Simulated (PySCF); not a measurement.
## Electronic structure of Al (aluminium, neutral) at the UHF level

Configuration: [Ne] 3s2 3p1, 2P determinant. All numbers are calculated (PySCF 2.14, the spin-free X2C one-electron Hamiltonian (Gaussian nucleus), in x2c-TZVPPall with one added diffuse shell each of s, p, d type (6s6p4d1f, 51 functions)).

```
Total energy                                                  : -242.310246 hartree
One-electron energy                                           : -337.2267 hartree
Hartree (Coulomb) energy                                      : 113.0597 hartree
Exchange energy                                               : -18.1433 hartree
⟨S²⟩                                                          : 0.7701
⟨L²⟩                                                          : 2.062
Sum of ⟨r⟩                                                    : 13.69 bohr
Sum of ⟨r²⟩                                                   : 33.30 bohr²
Traceless quadrupole moment −½Σ⟨3z² − r²⟩ along its main axis : -5.77 e·bohr²
Langevin diamagnetic susceptibility                           : -26.4 ×10⁻⁶ cm³/mol
```

```tsv
shell	electrons	mean orbital energy (eV)	spread (eV)	rms radius, mean of both spins (bohr)
1s α	1	-1595.1	0	0.139
1s β	1	-1595.0	0	0.139
2s α	1	-134.13	0	0.676
2s β	1	-134.03	0	0.676
2p α	3	-87.602	0.198	0.674
2p β	3	-87.407	0.253	0.674
3s α	1	-11.615	0	2.81
3s β	1	-9.937	0	2.81
3p α	1	-5.920	0	3.72
```

Densities and radii are taken from the X2C orbitals without a picture-change correction, which distorts them close to the nucleus.

Spin-orbit constants ζ (cm⁻¹) from the X2C one-electron operator on these orbitals: bare nucleus, nucleus screened by l(l+1)(2l+1)/3 electrons, and screened by the Breit-Pauli mean field of the electrons.

```json
{"shell": "2p", "bare": "2667", "screened nucleus": "2257", "mean field": "2071"}
{"shell": "3p", "bare": "83.11", "screened nucleus": "70.32", "mean field": "62.70"}
```

To first order the Landé constant is A = 62.70 cm⁻¹, so the lowest level has J = 1/2 and lies 0.00777 eV below the centre of the term.
